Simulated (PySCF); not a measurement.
B3LYP has the VWN-RPA correlation part, as in Gaussian. Delta-SCF ions had no search for a lower state. Excitations are Tamm–Dancoff values on a coarser integration grid. The basis has no diffuse functions, so Rydberg states are missing or too high.

## HCl$_{3}$SSi, SMILES `S[Si](Cl)(Cl)Cl` (charge 0, multiplicity 1)

The numbers are results of B3LYP-D3(BJ)/def2-TZVP in PySCF, not measurements.

```
Property                                                                 Result
--------------------------------------  ---------------------------------------
HOMO                                                                   -7.93 eV
dipole moment                                                         0.231 e·Å
HOMO–LUMO gap                                                           6.98 eV
LUMO                                                                   -0.95 eV
S1 excitation (TDA)                                                     5.76 eV
S1 oscillator strength                                                    0.006
T1 excitation (TDA)                                                     5.35 eV
S1–T1 gap (TDA)                                                         0.40 eV
vertical ionisation energy (Delta-SCF)                                 10.24 eV
total energy                                                      -2069.2370 Ha
cost                                    about 2.7 core-minutes (a rough figure)
```

```xyz
6

S      1.4130    -1.0303     0.1801
Si    -0.4144     0.0009    -0.0876
Cl    -1.7941    -1.4185    -0.5761
Cl    -0.3073     1.3934    -1.5803
Cl    -1.0069     0.9780     1.6074
H      2.0969     0.0890     0.4815
```
